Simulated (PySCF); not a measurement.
Calculation: PBE-D3(BJ)/def2-TZVP // B3LYP-D3(BJ)/def2-TZVP in PySCF 2.14.0. Isolated molecules, 0 K electronic values unless said otherwise. Excitations are Tamm–Dancoff values on a coarser integration grid. The basis has no diffuse functions, so Rydberg states are missing or too high.

Reference species (SMILES): `[CH3][Ga]([CH3])[CH3]` (neutral, multiplicity 1).

* **HOMO**: -6.19 eV
* **S1 oscillator strength**: 0.000
* **S1–T1 gap (TDA)**: 0.29 eV

Changed species: `[CH3][Ga]([Cl])[Cl]` (1 of 3 Cl replaced by CH3; the reference has 3 of 3 Cl replaced by CH3).

Task: Predict the effect on the HOMO, S1 oscillator strength and S1–T1 gap (TDA).

Result: the HOMO falls by 1.27 eV, to -7.46 eV; the S1 oscillator strength stays essentially unchanged; the S1–T1 gap (TDA) drops by 0.10 eV, to 0.19 eV.
